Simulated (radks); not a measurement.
Results of a calculation; reference values are marked as such.
Question: The indium ion In8+, [Kr] 4d5. Code: a radial shooting solver on a logarithmic mesh with Libxc functionals. Model: non-relativistic Kohn-Sham, PBE, spin-polarised, spherical densities, point nucleus. Every spin shell is full or empty, so the densities are truly spherical. Functionals are evaluated on that one density, not self-consistently. Rank these exchange functionals by their error against the exact value of the orbitals, and give that value: LDA, PBE, PBEsol, PW86, OPTX, AM05, SOGGA, B86b, G96, APBE, TPSS, SCAN, MS2, TASK, MVS.

Answer: Exact: -149.508 hartree. From best to worst, with 100 (|E| - |E exact|)/|E exact| (equal figures are ties): MVS +0.03, B86b -0.07, SCAN +0.15, PW86 -0.24, APBE +0.25, G96 +0.29, TPSS -0.32, PBE -0.50, MS2 -0.60, OPTX +1.15, TASK -2.23, PBEsol -2.38, SOGGA -2.40, AM05 -4.68, LDA -5.06.
